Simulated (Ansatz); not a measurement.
```xyz
10

C     0.939    0.206   -0.989
C     0.214    0.607    0.288
In   -1.322   -0.765    0.956
H     1.702    0.939   -1.272
H     0.253    0.114   -1.835
H     1.442   -0.759   -0.885
H    -0.265    1.586    0.177
H     0.917    0.722    1.119
H    -2.234   -0.445    2.394
H    -1.647   -2.206    0.048
```

The species carries charge 0 and has multiplicity 1. In takes the def2 core potential.

(1) List the r2SCAN/def2-TZVPP orbital energies in eV (Ansatz 0.2.0). (Best estimate.)

## Answers

(1) Computed: Occupied: -272.83, -272.79, -125.15, -81.92, -81.54, -81.51, -19.71, -19.14, -18.98, -18.97, -18.89, -18.65, -15.51, -11.04, -10.86, -9.91, -9.19, -8.53, -6.98, -6.18. Lowest empty: -1.98, -0.11, 1.09, 1.55, 2.13, 2.26, 2.63, 3.14.
